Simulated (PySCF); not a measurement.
B(Me)(OH)(SMe) (C2H7BOS), SMILES CSB(C)O.

The structure is a stationary point at PBE-D3(BJ)/def2-SVP. One conformer was computed; it need not be the lowest.

These are TDA-PBE/def2-SVPD (PySCF) values and carry that method's errors.

Vertical excitations. 

Computed lowest excited states:
| state | energy (eV) | λ (nm) | f | main pairs |
|---|---|---|---|---|
| S1 | 5.17 | 240 | 0.003 | HOMO→LUMO 100 % |
| S2 | 5.83 | 213 | 0.001 | HOMO→LUMO+2 98 % |
| S3 | 6.09 | 204 | 0.174 | HOMO→LUMO+1 86 % |
| S4 | 6.45 | 192 | 0.031 | HOMO→LUMO+3 100 % |
| S5 | 6.58 | 189 | 0.097 | HOMO−1→LUMO 93 % |
| S6 | 6.75 | 184 | 0.000 | HOMO−1→LUMO+1 89 % |
| S7 | 6.97 | 178 | 0.001 | HOMO→LUMO+4 87 % |
| S8 | 7.06 | 176 | 0.023 | HOMO→LUMO+5 96 % |
| S9 | 7.22 | 172 | 0.010 | HOMO−1→LUMO+2 56 %, HOMO−2→LUMO 40 % |
| S10 | 7.24 | 171 | 0.007 | HOMO→LUMO+6 96 % |
| T1 | 4.82 | 257 | 0 | HOMO→LUMO+1 99 % |
| T2 | 5.08 | 244 | 0 | HOMO→LUMO 98 % |
| T3 | 5.49 | 226 | 0 | HOMO→LUMO+2 97 % |
| T4 | 6.27 | 198 | 0 | HOMO−1→LUMO+1 98 % |
Triplets are in the Tamm–Dancoff approximation.
